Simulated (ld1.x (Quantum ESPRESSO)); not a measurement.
**scandium (Sc): excitation energies, all-electron against TM semilocal**

* Element: scandium
* Generator: ld1.x (Quantum ESPRESSO) 7.5
* Type: norm-conserving Troullier–Martins (semilocal form)
* Functional: PBE
* Relativity: scalar-relativistic
* Frozen core: [Ar]
* Valence charge: 3
* Reference configuration: 3d1 4s1.5 4p0 (charge +0.5)
* Partial waves: 4s (bound): rc 2.75 bohr; 3d (bound): rc 2.70 bohr; 4p (bound, empty): rc 3.70 bohr
* Local potential: the p channel
* Core correction: a·sin(br)/r model core, default radius (core density twice the valence density)

Energies are relative to the spin-unpolarised reference configuration 3d1 4s1.5 4p0; without spin polarisation the order of configurations can differ from experiment.

(1) Give the all-electron excitation energy and the error of the potential for: 3d1 4s2 4p0; 3d1 4s1 4p0; 3d1 4s0 4p0; 3d1 4s0 4p1; 3d0 4s2 4p0; 3d2 4s0 4p0; 3d1 4s1 4p1.

Levels in the configuration 3d1 4s1 4p1:

```json
{"level": "3d", "all-electron (eV)": "-4.366", "pseudo (eV)": "-4.407"}
{"level": "4s", "all-electron (eV)": "-4.873", "pseudo (eV)": "-4.875"}
{"level": "4p", "all-electron (eV)": "-2.032", "pseudo (eV)": "-2.030"}
```

Results:

(1)

```csv
valence configuration,charge,ΔE all-electron (eV),error AE − PS (meV)
3d1 4s2 4p0,0,-2.754,+0.3
3d1 4s1 4p0,+1,4.142,-0.6
3d1 4s0 4p0,+2,16.911,-16
3d1 4s0 4p1,+1,7.572,-6.4
3d0 4s2 4p0,+1,5.627,+81
3d2 4s0 4p0,+1,4.824,-49
3d1 4s1 4p1,0,0.025,-1.7
```
